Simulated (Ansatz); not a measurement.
Relaxed structures of GeH₄SO, singlet (PBE0-D4/def2-TZVP; forces vanish, vibrations not checked; lower isomers may exist, and structures with a doubtful reference or unclear bonds are left out; Å). Computed with Ansatz 0.2.0 (basis: def2-TZVPP); correlated methods freeze the cores. Filled d shells of the heavier atoms are correlated. The def2 sets are not built for correlating such inner shells, so the correlated values are less sure here.

**Question.** Rank them by CCSD(T) energy, lowest first, and give each one's height above the lowest. Links in brackets join atoms within 1.22 times the sum of their covalent radii (1.1 for two metals). (Judge from chemistry; the value comes from the calculation.)
A.
a complex of GeH₂S ([SH][GeH]) + H₂O
```
7
angstrom
O 0.8759 1.1622 -0.4953
S -1.6581 -0.2012 1.2743
Ge -1.4322 -2.0100 0.0221
H -0.2017 -1.4179 -0.8289
H 0.7799 0.3276 -0.9682
H -0.6789 0.5642 0.7386
H 1.7510 1.1311 -0.1012
```
B.
GeH₄SO ([OH][S][GeH3])
```
7
angstrom
O -0.6124 -1.9247 0.2296
S -1.2464 -0.4364 0.6588
Ge 0.4351 0.8926 0.0411
H -0.9274 -2.1175 -0.6600
H 0.6758 0.7500 -1.4714
H -0.0345 2.3129 0.3897
H 1.7099 0.5231 0.8122
```
C.
GeH₄SO ([OH][SH][GeH2])
```
7
angstrom
O -0.9802 -1.6947 -0.3840
S -1.0131 -0.3914 0.6282
Ge 0.9898 0.8627 0.2525
H -1.8884 -2.0036 -0.4898
H -0.5727 -0.9953 1.7516
H 0.0665 1.9462 -0.4592
H 0.4607 1.2953 1.7121
```

**Answer.** Computed: A (0.0 kJ/mol), B (57.4 kJ/mol), C (189.1 kJ/mol). Heights count from the lowest.

T1 diagnostic: at most 0.015.

For scale, one of the runs: CCSD(T)/def2-TZVPP, 177 basis functions, launched by `ansatz run in.yaml --threads 2 --pin off --events-out ev --progress --plain --max-ram 4352MiB`. Hardware: 2 CPU threads of an Arm Neoverse V1, shared host. Wall time 60 s; peak host memory 1.6 GiB.
